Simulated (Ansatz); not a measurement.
The same path of FGeH3 (5 atoms, charge 0, multiplicity 1) was run 3 times with different band settings. Lost on the way: Ge1–H2, Ge1–H3. Made: H2–H3.

The calculation used RKS PBE-D4/def2-SVP (Ansatz 0.2.0).

Relaxed end points:

```xyz
5
Properties=species:S:1:pos:R:3
Ge 0.283 0.048 0.200
H 0.246 -0.013 1.748
H 1.729 -0.013 -0.351
H -0.499 1.266 -0.353
F -0.544 -1.394 -0.384
```

```xyz
5
Properties=species:S:1:pos:R:3
Ge 0.130 0.045 -0.883
H 1.000 0.299 1.250
H 1.576 -0.077 0.871
H -0.696 1.051 0.104
F -0.796 -1.424 -0.482
```

Common settings: movable images 7; climbing image yes; start path through a guess of the saddle point; force threshold 0.05 eV/Å; iteration limit 60; end points relaxed.

| run | spring | optimiser |
| --- | --- | --- |
| 1 | 5.0 eV/Å² | quadratic models (default) |
| 2 | 5.0 eV/Å² | fire |
| 3 | 0.5 eV/Å² | quadratic models (default) |

Q: What does each run give, and how far can it be trusted?

A: Run 1: converged after 10 iterations, highest image 2.264 eV above the first end. A vibrational analysis at the climbing image gives one clearly imaginary mode, 1020i cm⁻¹: a first-order saddle point.
Run 2: converged after 50 iterations, highest image 2.265 eV above the first end. Another band between the same ends (7 images) ends at a top of the same energy, where a vibrational analysis finds 1 clearly imaginary mode.
Run 3: converged after 13 iterations, highest image 2.263 eV above the first end. Another band between the same ends (7 images) ends at a top of the same energy, where a vibrational analysis finds 1 clearly imaginary mode.
The orbitals stay closed-shell, which can raise the energy where a bond breaks towards radicals; this wasn't checked here.
